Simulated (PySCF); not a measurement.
**How methods differ on the fine-structure interval of Sn⁺**

Sn⁺ [Kr] 4d10 5s2 5p1 [5p1/2^1, M_J = 1/2] → Sn⁺ [Kr] 4d10 5s2 5p1 [5p3/2^1, M_J = 3/2], as a difference of total energies. Computed with PySCF 2.14 in x2c-SVPall-2c (6s8p4d, 50 functions), with the two-component X2C-1e Hamiltonian. Correlated levels: [Ar] 3d10 frozen; the 6 highest virtual spinors dropped. "Screened" scales the spin-orbit matrix elements by Boettger's factors to mimic the two-electron term; Breit and QED terms are absent.

| method | fine-structure interval (cm⁻¹) | error (cm⁻¹) |
| --- | --- | --- |
| GHF (screened spin-orbit) | 4969.6 | +718 |
| GMP2 (screened spin-orbit) | 4231.0 | -21 |
| GHF (bare spin-orbit) | 5142.3 | +891 |

Reference: 4251.5 cm⁻¹ (measured; NIST Handbook of Basic Atomic Spectroscopic Data (Sansonetti and Martin, J. Phys. Chem. Ref. Data 34, 1559 (2005))).

Errors of the correlated levels include the incompleteness of this basis and the frozen core.
